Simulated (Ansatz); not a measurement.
Start from `CS[BH][GeH3]` and change one element to get `C[S][AlH][GeH3]`.

Ansatz, PBE0-D4/def2-TZVP geometries, multiplicity 1. Each molecule was computed in one conformer, which needn't be the lowest.

Scalar relativity is left out up to krypton.

```
                             property  `CS[BH][GeH3]`
HOMO energy (ωB97M-V/def2-TZVPP) / eV          -10.15
    HOMO energy (PBE/def2-TZVPP) / eV           -6.87
    LUMO energy (PBE/def2-TZVPP) / eV           -2.35
   HOMO energy (PBE0/def2-TZVPP) / eV           -7.98
LUMO energy (ωB97M-V/def2-TZVPP) / eV            0.48
  LUMO energy (B3LYP/def2-TZVPP) / eV           -1.63
```

Question: Give the same properties after the change, and the shifts. (Estimate.)

Answer: Ansatz gave: 
```tsv
property	`C[S][AlH][GeH3]`	shift
HOMO energy (ωB97M-V/def2-TZVPP) / eV	-9.45	0.70
HOMO energy (PBE/def2-TZVPP) / eV	-6.16	0.71
LUMO energy (PBE/def2-TZVPP) / eV	-2.35	0.00
HOMO energy (PBE0/def2-TZVPP) / eV	-7.28	0.70
LUMO energy (ωB97M-V/def2-TZVPP) / eV	0.01	-0.47
LUMO energy (B3LYP/def2-TZVPP) / eV	-1.80	-0.17
```

With PBE0 the HOMO rises by 0.70 eV and the LUMO falls by 0.18 eV, so the gap narrows by about 0.88 eV. PBE moves the HOMO by 0.71 eV and ωB97M-V by 0.70 eV.

B3LYP here is the variant with VWN-RPA as its local correlation; programs differ in this.
